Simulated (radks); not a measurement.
Numerical settings for neutral mercury, [Hg]. Method: scalar-relativistic Kohn-Sham, r2SCAN, spin-polarised, spherical densities, finite nucleus; meta-GGA in the generalised Kohn-Sham scheme; Fermi nuclear charge, rms radius 5.4648 fm; computed with a radial shooting solver on a logarithmic mesh with Libxc functionals. The defaults (mesh step 0.008 in ln r, mesh end at 40 bohr or more with all orbitals vanishing there, Anderson mixing 0.5 over 9 steps, residual threshold near 1e-9 with the energy settled to 1e-9 hartree or 1e-11 of itself, here a cap of 81 iterations) give E = -19620.243 hartree and 6s at -7.038 eV in 12 iterations. Run on one thread of a shared host, so times are rough (Intel(R) Xeon(R) 6975P-C): 0.21 s of CPU time, 0.21 s wall, 12 iterations on 2440 mesh points. Changes against that run (0 stands for a change within the tolerance of the run):

| setting | iterations | converged | E (mhartree) | e(6s) (meV) | CPU (s) |
|---|---|---|---|---|---|
| mesh step in ln r 0.08 | 4 | no | diverged | - | 0.03 |
| mesh step in ln r 0.012 | 12 | yes | -0.00554 | 0 | 0.14 |
| mesh step in ln r 0.05 | 12 | yes | +1.97 | +0.0119 | 0.04 |
| mesh end (bohr) 3 | 12 | level above zero | +1.77e+03 | +2.11e+04 | 0.21 |
| mesh end (bohr) 12 | 12 | yes | +0.00271 | +0.307 | 0.21 |
| residual threshold 0.01 | 10 | yes | 0 | -0.133 | 0.2 |
| residual threshold 1e-16 | 81 | no | 0 | -0.00748 | 0.66 |
| mixing 1.5 | 13 | yes | 0 | -0.00502 | 0.25 |
| linear mixing, mixing 0.2 | 62 | yes | +0.00231 | +0.00913 | 0.97 |
| linear mixing, mixing 0.8 | 81 | no | +1.25e+04 | -1.82e+04 | 2.5 |
| mixing history 2 | 16 | yes | 0 | +0.0637 | 0.29 |
| iteration cap 3 | 3 | no | +392 | -629 | 0.08 |

Settled on a wrong energy, with an occupied level pushed above zero by the early mesh end: mesh end (bohr) 3 (+1.77 hartree). Apart from these: settings that end as converged yet miss the energy by more than 1 mhartree: mesh step in ln r 0.05 (+0.00197 hartree). A mesh that ends early acts as a hard wall.
